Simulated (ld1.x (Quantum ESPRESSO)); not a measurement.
## What one change does to a pseudopotential (lanthanum, TM)

La, norm-conserving Troullier–Martins (Kleinman–Bylander form), made with ld1.x (Quantum ESPRESSO) 7.5 (PBEsol, scalar-relativistic). Core [Kr] 4d10, reference 4f0 5s2 5p6 5d1 6s0 6p0 (charge +2). Waves: 5s (bound): rc 1.75 bohr; 5p (bound): rc 2.30 bohr; 5d (bound): rc 3.90 bohr; 4f (bound, empty): rc 1.55 bohr. Local part: all-electron potential smoothed inside 3.45 bohr (lloc = -1). Core correction: Bessel-smoothed model core inside 1.45 bohr.

Change: wave 5p (bound): rc 2.30 bohr becomes 5p (bound): rc 3.34 bohr.

Cutoffs: the cutoffs (Ry, on a coarse ladder) from which the occupation-weighted sum of valence levels, in a spherical-Bessel basis at the reference potential, stays within 10 and 1 mRy of its value at 400 Ry; they do not see the model core or the augmentation charge, which bear on the density cutoff. Errors are all-electron minus pseudo energies relative to the spin-unpolarised reference configuration.

Q: What does the change do?

A: The potential gets neither clearly harder nor softer (40 Ry and 80 Ry → 40 Ry and 80 Ry); the s channel sets the loose cutoff, while the largest relative change is in p, which becomes softer; of the 7 tests that both files solve, the error grows in 2 and shrinks in 1 by more than 15 % and 0.3 meV (median size 593.7 → 599.8 meV); the range in which the p phases agree widens (upper end -0.9 → 1.5); neither file shows a bound ghost at the reference potential, the only one tested.

| quantity | base | changed |
| --- | --- | --- |
| cutoff, loose | 40 Ry | 40 Ry |
| cutoff, tight | 80 Ry | 80 Ry |
| loose cutoff by channel (10 mRy a level) | s 40 Ry, p 15 Ry, d 10 Ry | s 40 Ry, p 10 Ry, d 10 Ry |
| bound ghosts | none | none |
| error for 4f0 5s2 5p6 5d1 6s2 6p0, meV [ΔE -16.85 eV] | +1317 | +1329 |
| error for 4f0 5s2 5p6 5d1 6s1 6p0, meV [ΔE -10.85 eV] | +1028 | +1035 |
| error for 4f0 5s2 5p6 5d0 6s0 6p0, meV [ΔE 18.91 eV] | +13 | +17 |
| error for 4f1 5s2 5p6 5d0 6s1 6p0, meV [ΔE -10.62 eV] | +115 | +206 |
| error for 4f1 5s2 5p6 5d1 6s0 6p0, meV [ΔE -9.95 eV] | -158 | -74 |
| error for 4f0 5s2 5p6 5d1.5 6s1.5 6p0, meV [ΔE -16.49 eV] | +936 | +945 |
| error for 4f0 5s2 5p6 5d2 6s1 6p0, meV [ΔE -16.04 eV] | +594 | +600 |
| s: phases at 4.27 bohr within 0.05 rad from the reference energy up to (Ry; the scan ends near 5) | -1.5 | -1.5 |
| p: phases at 4.27 bohr within 0.05 rad from the reference energy up to (Ry; the scan ends near 5) | -0.9 | 1.5 |
| d: phases at 4.27 bohr within 0.05 rad from the reference energy up to (Ry; the scan ends near 5) | -0.0 | -0.0 |
| f: phases at 4.27 bohr within 0.05 rad from the reference energy up to (Ry; the scan ends near 5) | n/a | n/a |

Base: The cutoffs count occupied waves only; the empty 4f level needs 140 Ry at the loose tolerance. These tests converged, but a pseudo level misses the all-electron one widely, so the file describes the atom poorly there or has found another state: 4f0 5s2 5p6 5d1 6s2 6p0: empty 4f by 2.1 eV (a node warning on the way); 4f0 5s2 5p6 5d0 6s0 6p0: empty 6s by 3.1 eV. Changed file: The cutoffs count occupied waves only; the empty 4f level needs 140 Ry at the loose tolerance. These tests converged, but a pseudo level misses the all-electron one widely, so the file describes the atom poorly there or has found another state: 4f0 5s2 5p6 5d1 6s2 6p0: empty 4f by 2.1 eV (a node warning on the way); 4f0 5s2 5p6 5d0 6s0 6p0: empty 6s by 3.1 eV.
